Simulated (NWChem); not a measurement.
System: FeCl₃, sextet; SMILES [Cl][Fe]([Cl])[Cl]

**Question.** Give the equilibrium geometry at B3LYP/6-31G* (spherical d), spin-unrestricted (NWChem) as a Z-matrix, with the point group.

**Answer.** point group D3h; any orientation.
```
Fe
Cl 1 2.1430
Cl 1 2.1432 2 119.95
Cl 1 2.1432 2 120.04 3 -179.83
```
